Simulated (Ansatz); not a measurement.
Ansatz (a first-principles code) input file for Se(OH)2 (H₂O₂Se), SMILES O[Se]O, B3LYP-D3(BJ)/def2-TZVP. 

Ansatz 0.2 input:
```yaml
crystal:
  periodic: [false, false, false]
  atoms:
    - {symbol: Se, position_ang: [-0.01165700, 0.40711006, -0.00000000]}
    - {symbol: O, position_ang: [0.11791779, -0.73523115, 1.37015423]}
    - {symbol: H, position_ang: [-0.74517328, -1.03902183, 1.66825515]}
    - {symbol: O, position_ang: [0.11791779, -0.73523115, -1.37015422]}
    - {symbol: H, position_ang: [-0.74517328, -1.03902184, -1.66825515]}
basis:
  gaussian:
    orbitals: def2-TZVP
hamiltonian:
  xc: b3lyp
  dispersion: d3bj
relax: {f_tol: 0.002, max_steps: 200}
```

It prints:

```
WARN ansatz: RAYON_NUM_THREADS=1 ignored (pool sized by the plan → 1); use --threads N
Functional definition: B3LYP
integrals: 0.04 GiB planned
799 factors; their error is unknown
mean field: 0.40 GiB planned
mean field evaluation 1: about -69469.2867 eV, gradient 7.4e1 eV
mean field evaluation 2: about -69438.6662 eV, gradient 1.4e2 eV
mean field evaluation 4: about -69477.8843 eV, gradient 3.9e0 eV
mean field evaluation 8: about -69477.9143 eV, gradient 2.3e-2 eV
mean field evaluation 16: about -69478.2439 eV, gradient 7.4e-5 eV
mean field -69478.24393225 eV, -2553.2783704652 hartree, gradient 2.1e-5 eV, S^2 0.000000; 0 other end points of the search recorded, 0 dependent functions left out
the calculation of the forces begins
reference -69478.24412692 eV, -2553.2783776191 hartree; 26, 26 occupied and 96, 96 virtual orbitals, 799 factors
relax step   1: F+E_penalty+E_count = -69478.36700892 eV  Δ(F+E_penalty+E_count) = +0.000e0 eV  max|allowed force component| = 3.552e-1 eV/Å  Δτ_max = 0.0000 Å  (30 SCF iters, accepted)
these checks for a lower state are left out or cut short: starts, cluster_reference, orbital_swaps, neighbouring_geometries, increment
integrals: 0.04 GiB planned
799 factors; their error is unknown
mean field: 0.40 GiB planned
mean field -69478.25831986 eV, -2553.2788992001 hartree, gradient 9.5e-6 eV, S^2 0.000000; 0 other end points of the search recorded, 0 dependent functions left out
the calculation of the forces begins
reference -69478.25851419 eV, -2553.2789063413 hartree; 26, 26 occupied and 96, 96 virtual orbitals, 799 factors
relax step   2: F+E_penalty+E_count = -69478.38160853 eV  Δ(F+E_penalty+E_count) = -1.460e-2 eV  max|allowed force component| = 2.113e-1 eV/Å  Δτ_max = 0.0532 Å  (32 SCF iters, accepted)
these checks for a lower state are left out or cut short: starts, cluster_reference, orbital_swaps, neighbouring_geometries, increment
integrals: 0.04 GiB planned
799 factors; their error is unknown
mean field: 0.40 GiB planned
mean field evaluation 32: about -69478.2632 eV, gradient 5.3e-3 eV
mean field -69478.26316082 eV, -2553.2790771019 hartree, gradient 9.3e-6 eV, S^2 0.000000; 0 other end points of the search recorded, 0 dependent functions left out
the calculation of the forces begins
reference -69478.26335497 eV, -2553.2790842370 hartree; 26, 26 occupied and 96, 96 virtual orbitals, 799 factors
relax step   3: F+E_penalty+E_count = -69478.38619049 eV  Δ(F+E_penalty+E_count) = -4.582e-3 eV  max|allowed force component| = 1.234e-1 eV/Å  Δτ_max = 0.0293 Å  (33 SCF iters, accepted)
these checks for a lower state are left out or cut short: starts, cluster_reference, orbital_swaps, neighbouring_geometries, increment
integrals: 0.04 GiB planned
799 factors; their error is unknown
mean field: 0.40 GiB planned
mean field -69478.26383842 eV, -2553.2791020032 hartree, gradient 2.2e-5 eV, S^2 0.000000; 0 other end points of the search recorded, 0 dependent functions left out
the calculation of the forces begins
reference -69478.26403247 eV, -2553.2791091344 hartree; 26, 26 occupied and 96, 96 virtual orbitals, 799 factors
relax step   4: F+E_penalty+E_count = -69478.38714403 eV  Δ(F+E_penalty+E_count) = -9.535e-4 eV  max|allowed force component| = 6.524e-2 eV/Å  Δτ_max = 0.0246 Å  (31 SCF iters, accepted)
these checks for a lower state are left out or cut short: starts, cluster_reference, orbital_swaps, neighbouring_geometries, increment
integrals: 0.04 GiB planned
799 factors; their error is unknown
mean field: 0.40 GiB planned
mean field -69478.26400050 eV, -2553.2791079597 hartree, gradient 2.2e-5 eV, S^2 0.000000; 0 other end points of the search recorded, 0 dependent functions left out
the calculation of the forces begins
reference -69478.26419450 eV, -2553.2791150890 hartree; 26, 26 occupied and 96, 96 virtual orbitals, 799 factors
relax step   5: F+E_penalty+E_count = -69478.38728496 eV  Δ(F+E_penalty+E_count) = -1.409e-4 eV  max|allowed force component| = 1.408e-2 eV/Å  Δτ_max = 0.0025 Å  (32 SCF iters, accepted)
these checks for a lower state are left out or cut short: starts, cluster_reference, orbital_swaps, neighbouring_geometries, increment
integrals: 0.04 GiB planned
799 factors; their error is unknown
mean field: 0.40 GiB planned
mean field -69478.26400914 eV, -2553.2791082771 hartree, gradient 2.2e-5 eV, S^2 0.000000; 0 other end points of the search recorded, 0 dependent functions left out
the calculation of the forces begins
reference -69478.26420312 eV, -2553.2791154056 hartree; 26, 26 occupied and 96, 96 virtual orbitals, 799 factors
relax step   6: F+E_penalty+E_count = -69478.38729181 eV  Δ(F+E_penalty+E_count) = -6.856e-6 eV  max|allowed force component| = 1.824e-4 eV/Å  Δτ_max = 0.0007 Å  (32 SCF iters, accepted)
integrals: 0.04 GiB planned
799 factors; their error is unknown
mean field: 0.40 GiB planned
mean field evaluation 64: about -69478.2640 eV, gradient 5.3e-3 eV
mean field -69478.26400914 eV, -2553.2791082771 hartree, gradient 2.2e-5 eV, S^2 0.000000; 1 other end points of the search recorded, 0 dependent functions left out
the calculation of the forces begins
reference -69478.26420312 eV, -2553.2791154056 hartree; 26, 26 occupied and 96, 96 virtual orbitals, 799 factors
Total energy: -69478.38748579 eV, -2553.2836459604 hartree
Atom 0 at    -0.012779     0.402085     0.000000 Å, force    -0.000062     0.000169    -0.000000 eV/Å
Atom 1 at     0.129277    -0.729564     1.394259 Å, force    -0.000057    -0.000142     0.000182 eV/Å
Atom 2 at    -0.755971    -1.042176     1.620759 Å, force     0.000088     0.000057    -0.000052 eV/Å
Atom 3 at     0.129277    -0.729564    -1.394259 Å, force    -0.000057    -0.000142    -0.000182 eV/Å
Atom 4 at    -0.755971    -1.042176    -1.620759 Å, force     0.000088     0.000057     0.000052 eV/Å
Dipole moment:    -0.618167    -0.010495     0.000000 e Å
```

The run converged.
